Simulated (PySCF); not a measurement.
BeGeH₃I, SMILES [I][Be][GeH3].

Geometry: B3LYP-D3(BJ)/def2-TZVP. The def2 effective core potentials stand for the cores of I; spin–orbit coupling is left out.

The numbers are results of PySCF with IEF-PCM-PBE0/def2-SVP, not measurements.

The values are the electrostatic part of the solvation free energy, E(continuum) − E(gas) at the gas-phase geometry, in a cavity of scaled van der Waals radii (PySCF's table); cavitation and dispersion terms are not included. A continuum can't describe solvent molecules that bind to the metal. In vacuum the orbital gap is 6.72 eV. The dipole moment in vacuum is 0.33 D.

Computed values in water (ε = 78.36), cyclohexanone (ε = 15.62), chlorobenzene (ε = 5.70):
```csv
solvent,ε,ΔG(elec) (kcal/mol),dipole (D),gap (eV)
water,78.36,-3.5,0.25,6.93
cyclohexanone,15.62,-3.2,0.26,6.91
chlorobenzene,5.70,-2.5,0.28,6.87
```
